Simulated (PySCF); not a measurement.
## Structure elucidation problem

An unknown has the formula C₃H₉F₂NSi₂. Its calculated NMR data are:

$^{1}$H NMR (600 MHz, computed): δ 6.62 (m, 1H), 6.39 (m, 1H), 6.15 (m, 1H), 5.15 (d, 2H), 4.80 (s, 3H), -0.63 (br s, 1H).

$^{13}$C{$^{1}$H} NMR (computed): δ 150.8, 142.7, 124.2.

Theory: PBE0/pcSseg-1 with gauge-including orbitals, geometry: GFN2-xTB, in PySCF 2.14 (relativity neglected, rapidly exchanging positions averaged, single conformer, no solvent).

Scale: $^{1}$H (σref 31.72) and $^{13}$C (σref 186.93) vs TMS (reference shieldings calculated alike).

Q: Propose a structure and justify it.

A: 
- Rings plus π bonds: 1 (no ring in the answer).
- 3 carbon signals for 3 carbons: no two carbons are equivalent.
- Carbon types of the structure: 3 × CH, leaving 6 H on heteroatoms.
- δC 150.8, 142.7: alkene CH; an sp2 carbon of a C=C bond.
- δC 124.2: allylic sp3 CH bonded to 2 F; 2 electronegative neighbours deshield it.
- δH 6.62, 6.39: hydrogen on an alkene CH; olefinic region.
- δH 6.15: hydrogen on an allylic sp3 CH bonded to 2 F; its carbon carries F, an electronegative neighbour.
- δH 5.15: hydrogen on a silicon bonded to C, N.
- δH 4.80: hydrogen on a silicon bonded to N.
- δH -0.63: hydrogen on a nitrogen bonded to 2 Si; exchangeable, gas-phase position.

These data were computed for `InChI=1S/C3H9F2NSi2/c4-3(5)1-2-8-6-7/h1-3,6H,8H2,7H3/b2-1+`.

The data come from this structure; uniqueness wasn't tested.

OH/NH shifts are gas-phase values; hydrogen bonding in solution moves them, usually downfield. Splittings by $^{19}$F in the carbon and heteronuclear signals aren't shown, as no couplings were computed. Shifts are as computed. Against solution values, carbons near 30 ppm lie about +3 ppm off and those near 130 ppm about +5 ppm. Of 1211 compounds with measured shifts, 218 miss one by over three times the rms of a fit or turn the order of signals round; such compounds aren't used in these exercises. No couplings were computed; multiplicities are counted from neighbouring protons, with m where these are inequivalent, close in shift, in a saturated or five-membered ring or joined by F or P, and br s for small geminal =CH2 splittings.
